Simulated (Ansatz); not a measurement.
Results of the Gaussian-basis code of Ansatz.

A structure relaxed at PBE0-D4/def2-TZVP, charge 0, multiplicity 1:

```xyz
13

C    -1.5823    0.4359    1.0501
O    -0.9750    0.4821   -0.2215
Si    0.5713    0.0326   -0.5107
N     0.8241   -1.5504    0.0401
O     1.6994    0.9024    0.2947
O     0.7443    0.3017   -2.1194
H    -2.6628    0.5199    0.9187
H    -1.2402    1.2659    1.6765
H    -1.3596   -0.5037    1.5659
H     0.2716   -2.3207   -0.2949
H     1.7437   -1.8401    0.3263
H     2.0170    1.6850   -0.1569
H    -0.0516    0.5894   -2.5688
```

(1) Give its formula and SMILES.

(2) Point group (tolerance 0.08 Å, 0.16 Å for H)?

(3) Summarise the bond lengths by kind.

Answers

(1) CH7NO3Si, `CO[Si](N)(O)O`.

(2) C1.

(3) 1 × C–O 1.410 Å; 3 × C–H 1.092 to 1.095 Å; 3 × O–Si 1.636 to 1.640 Å; 1 × N–Si 1.695 Å; 2 × H–N 1.005 to 1.006 Å; 2 × H–O 0.958 Å.
